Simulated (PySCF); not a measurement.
Identify the unknown among the candidates.

All candidates are C6H10OSi2.

| technique | computed result |
| --- | --- |
| Rotational structure | rotational constants A, B, C: 1.625, 0.947, 0.720 GHz [PBE0-D3(BJ)/def2-SVP] |
| Polarisability | 123.9 au [wB97X-D/def2-SVPD] |
| Triplet | lowest triplet excitation (Tamm–Dancoff): 3.91 eV [TDA wB97X-D/def2-SVPD] |
| XPS | Si2p3/2 106.4, Si2p3/2 106.5, C1s 289.9, C1s 290.0, C1s 290.3, C1s 290.4, C1s 291.0, C1s 291.5, O1s 539.7, Si1s 1846.2, Si1s 1846.3 eV [ΔSCF SCAN, pcX-2 on the ionised atom, pcseg-1 elsewhere, spin-free X2C, 2p3/2 from a spin–orbit splitting computed afterwards within the 2p shell] |
| UV, strongest line | among the 10 lowest singlet transitions: S4 at 6.44 eV (192 nm, f = 0.276) [TDDFT wB97X-D/def2-SVPD] |
| NMR, other nuclei | isotropic shieldings of nuclei other than C and H, by class: 3 (1 O), 404 (1 Si), 419 (1 Si) ppm [GIAO B3LYP/pcSseg-1] |
| 13C NMR | chemical shifts (computed TMS as zero) by class: 156.8 (1 C), 156.8 (1 C), 155.8 (1 C), 154.2 (1 C), 135.5 (1 C), 116.9 (1 C) ppm [GIAO B3LYP/pcSseg-1] |
| UV, first state | lowest singlet excitation: 5.45 eV (228 nm, f = 0.013) [TDDFT wB97X-D/def2-SVPD] |
| 1H NMR | chemical shifts (computed TMS as zero) by class: 7.71 (1 H), 7.12 (1 H), 7.07 (1 H), 7.05 (1 H), 6.47 (1 H), 4.77 (2 H), 3.36 (3 H) ppm [GIAO B3LYP/pcSseg-1] |

The electronic properties come from PySCF, for the isolated species, density fitting. Levels stand in brackets. Isolated species at its PBE0-D3(BJ)/def2-SVP geometry (one conformer only). NMR classes are plain means over equivalent atoms (diastereotopic ones count apart unless rotation or inversion swaps them), as if these changed places fast.

Question: Which candidate is it?
A. `[SiH3]/C=C\[SiH2]c1ccco1`
B. `[SiH3]O[SiH2]c1ccccc1`
C. `c1coc([SiH]2C[SiH2]C2)c1`
D. `O[SiH2]c1ccc([SiH3])cc1`

Answer: A. It is `[SiH3]/C=C\[SiH2]c1ccco1`. Numbering: `[SiH3:1]/[CH:2]=[CH:3]\[SiH2:4][c:5]1[cH:6][cH:7][cH:8][o:9]1`. Its formula, C6H10OSi2, gives 4 degrees of unsaturation: 1 ring and 3 π bonds in the structure found (Kekulé form). 6 carbons fall into 6 classes; from least to most shielded: alkene CH carbon [C3] (156.8 ppm), substituted aromatic carbon [C5] (156.8 ppm), alkene CH carbon [C2] (155.8 ppm), aromatic CH next to a ring oxygen [C8] (154.2 ppm), aromatic CH carbon [C6] (135.5 ppm), aromatic CH carbon [C7] (116.9 ppm). Hydrogen classes from least to most shielded: 1 H on an aromatic CH next to a ring oxygen, C8 (7.71 ppm), 1 H on an alkene CH carbon, C3 (7.12 ppm), 1 H on an alkene CH carbon, C2 (7.07 ppm), 1 H on an aromatic CH carbon, C6 (7.05 ppm), 1 H on an aromatic CH carbon, C7 (6.47 ppm), 2 H on an SiH2 silicon, Si4 (4.77 ppm), 3 H on an SiH3 silicon, Si1 (3.36 ppm, a mean of values up to 1.5 ppm apart in this geometry). The other shieldings belong to: 3 ppm, furan-type oxygen [O9]; 404 ppm, SiH2 silicon [Si4]; 419 ppm, SiH3 silicon [Si1]. The core levels belong to: Si2p3/2 106.4 eV, SiH3 silicon [Si1]; Si2p3/2 106.5 eV, SiH2 silicon [Si4]; C1s 289.9 eV, alkene CH carbon [C3]; C1s 290.0 eV, alkene CH carbon [C2]; C1s 290.3 eV, aromatic CH carbon [C6]; C1s 290.4 eV, aromatic CH carbon [C7]; C1s 291.0 eV, substituted aromatic carbon [C5]; C1s 291.5 eV, aromatic CH next to a ring oxygen [C8]; O1s 539.7 eV, furan-type oxygen [O9]; Si1s 1846.2 eV, SiH3 silicon [Si1]; Si1s 1846.3 eV, SiH2 silicon [Si4]. The optimised geometry has point group C1 and is an asymmetric top.

The others, at the same levels:
- `[SiH3]O[SiH2]c1ccccc1` fails: its computed core binding energies are Si2p3/2 107.1, Si2p3/2 107.6, C1s 289.8, C1s 290.1 (×2), C1s 290.2 (×2), C1s 290.2, O1s 537.8, Si1s 1847.1, Si1s 1847.5 eV, rotational constant A is 2.993 GHz (against 1.625 GHz) and smallest rotational constant is 0.483 GHz (against 0.720 GHz).
- `c1coc([SiH]2C[SiH2]C2)c1` fails: its computed core binding energies are Si2p3/2 106.2, Si2p3/2 106.3, C1s 289.3 (×2), C1s 290.2, C1s 290.4, C1s 290.9, C1s 291.4, O1s 539.7, Si1s 1846.1, Si1s 1846.1 eV, rotational constant A is 3.003 GHz (against 1.625 GHz) and smallest rotational constant is 0.629 GHz (against 0.720 GHz).
- `O[SiH2]c1ccc([SiH3])cc1` fails: its computed core binding energies are Si2p3/2 106.5, Si2p3/2 107.1, C1s 289.8, C1s 289.8, C1s 290.2 (×2), C1s 290.2 (×2), O1s 538.6, Si1s 1846.3, Si1s 1847.0 eV, rotational constant A is 3.900 GHz (against 1.625 GHz) and smallest rotational constant is 0.456 GHz (against 0.720 GHz).

Each candidate is one conformer, not necessarily the lowest. The conformers computed, where there is a choice (atom-mapped SMILES and torsion angles):
- `[SiH3:1]/[CH:2]=[CH:3]\[SiH2:4][c:5]1[cH:6][cH:7][cH:8][o:9]1`: C2–C3–Si4–C5 31°, C3–Si4–C5–C6 -118°
- `[SiH3:1][O:2][SiH2:3][c:4]1[cH:5][cH:6][cH:7][cH:8][cH:9]1`: Si1–O2–Si3–C4 129°, O2–Si3–C4–C5 0°
- `[cH:1]1[cH:2][o:3][c:4]([SiH:5]2[CH2:6][SiH2:7][CH2:8]2)[cH:9]1`: O3–C4–Si5–C6 -53°
- `[OH:1][SiH2:2][c:3]1[cH:4][cH:5][c:6]([SiH3:7])[cH:8][cH:9]1`: O1–Si2–C3–C4 -176°, H–O1–Si2–C3 180°
